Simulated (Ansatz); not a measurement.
Breaking the B1–H2 bond in BCl2H (SMILES ClBCl) (multiplicity 1 held, fragments rigid). Energies count from the point at 1.182 Å.
Geometry at that point (charge 0, multiplicity 1):
```xyz
4

B     -0.500    -0.316    -0.378
H     -1.341    -0.847    -1.014
Cl    -0.358     1.420    -0.419
Cl     0.584    -1.278     0.589
```

R- and RO- levels are restricted; in cc, def2 and unpolarised 6-31G sets they are followed outwards from rest. Unrestricted levels (U-) break spin symmetry where that is lower. Active spaces are followed from a long bond inwards. Curves can end on different states.

Frozen-core correlation.

Run with Ansatz (a program for electronic structure) with Gaussian orbitals. 

```tsv
level	energy at R = 3.781 Å (kJ/mol)
R-HF/cc-pV(D+d)Z	754.4
U-HF/cc-pV(D+d)Z	367.4
R-MP2/cc-pV(D+d)Z	[?]
R-SCS-MP2/cc-pV(D+d)Z	[?]
U-SCS-MP2/cc-pV(D+d)Z	441.5
U-CCSD/cc-pV(D+d)Z	441.2
U-CCSD(T)/cc-pV(D+d)Z	440.8
FIC-NEVPT4(SD) on CASSCF(2,2)/cc-pV(D+d)Z	438.5
FIC-MRCISD+Q on CASSCF(2,2)/cc-pV(D+d)Z	439.9
```

Question: What belongs in the gaps?

Answer: 
- R-MP2/cc-pV(D+d)Z, energy at R = 3.781 Å (kJ/mol): 573.9
- R-SCS-MP2/cc-pV(D+d)Z, energy at R = 3.781 Å (kJ/mol): 549.5

Doubts at one or more of the structures used: a restricted determinant that unrestricted orbitals would lower (R-HF/cc-pV(D+d)Z, R-MP2/cc-pV(D+d)Z, R-SCS-MP2/cc-pV(D+d)Z); a spin-contaminated determinant (U-HF/cc-pV(D+d)Z, U-SCS-MP2/cc-pV(D+d)Z, U-CCSD/cc-pV(D+d)Z, U-CCSD(T)/cc-pV(D+d)Z).
